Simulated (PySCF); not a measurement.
Species: C2H9N2Si (charge 0, doublet). It need not be the lowest isomer of its formula. SMILES: C[Si](C)([NH])N
Structure (B3LYP-D3(BJ)/def2-TZVP (Ansatz) minimum search):
```
Si
N 1 1.7258
H 2 1.0074 1 121.76
H 2 1.0074 3 111.26 1 -154.86
N 1 1.7604 2 118.84 3 -76.13
H 5 1.0220 1 115.74 2 0.00
C 1 1.8721 2 107.64 3 165.03
H 7 1.0906 1 110.70 2 179.11
H 7 1.0918 8 108.81 1 -121.16
H 7 1.0923 8 107.68 9 -116.91
C 1 1.8721 2 107.64 3 42.72
H 11 1.0906 1 110.70 2 -179.11
H 11 1.0918 12 108.81 1 121.16
H 11 1.0923 12 107.68 13 116.91
```
Charge 0, spin multiplicity 2.

Dispersion corrections to the total energy (kcal/mol) from the dftd3 and dftd4 libraries through PySCF: D3(BJ) without and D4 with the three-body term, each with the damping fitted for the functional named.

```csv
functional,D3(BJ),D4
HSE06,[?],-5.39
BHLYP,-9.65,[?]
TPSSh,-8.24,-8.39
B2PLYP,-5.75,-4.79
HF,-52.14,-23.41
B2GP-PLYP,[?],-2.91
PBE0,-6.19,-5.79
```

Question: Fill in the missing entries.

Answer: 
- HSE06, D3(BJ): -4.76
- BHLYP, D4: -8.09
- B2GP-PLYP, D3(BJ): -4.70
